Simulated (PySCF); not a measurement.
C₄F₆, SMILES C1(C(=C(C1(F)F)F)F)(F)F.

Geometry: B3LYP-D3(BJ)/def2-SVP.

The numbers are results of SMD-B3LYP/def2-SVP (PySCF), not measurements.

Solvation free energies are E(SMD) − E(gas) at the gas-phase geometry, for 1 M in both phases. In vacuum the dipole moment is 1.33 D.

Computed solvation free energies in water, N,N-dimethylformamide, 1-octanol:
| solvent | ΔG(solv) (kcal/mol) | its non-electrostatic (CDS) part | dipole (D) |
|---|---|---|---|
| water | 2.3 | 6.1 | 1.63 |
| N,N-dimethylformamide | -1.1 | 2.7 | 1.63 |
| 1-octanol | -1.0 | 2.2 | 1.59 |
